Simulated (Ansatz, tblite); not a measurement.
Potential energy surface of Ga2O, singlet: symmetric bend, bond length relaxed. Scanned: Ga-O-Ga angle. Other coordinates (O-Ga bond length) were minimised at PBE0/def2-TZVP.

Levels: GFN2-xTB, 300 K electronic temperature (tblite); CCSD(T)/aug-cc-pVQZ = CCSD(T) on RHF/aug-cc-pVQZ, cores with 3d frozen (Ansatz, an electronic-structure program).

Energies relative to the lowest point of each profile, in mEh:

```csv
a / °,GFN2-xTB
180,0.0
167,0.8
157,2.5
147,5.4
137,9.4
127,14.9
117,22.1
107,31.2
97,42.7
87,57.4
80,70.9
```

### Question
What does CCSD(T)/aug-cc-pVQZ give at the same points?

### Answer
180: 0.0; 167: 0.2; 157: 0.5; 147: 1.3; 137: 2.6; 127: 4.9; 117: 8.7; 107: 14.6; 97: 23.7; 87: 37.9; 80: 52.5 (mEh).
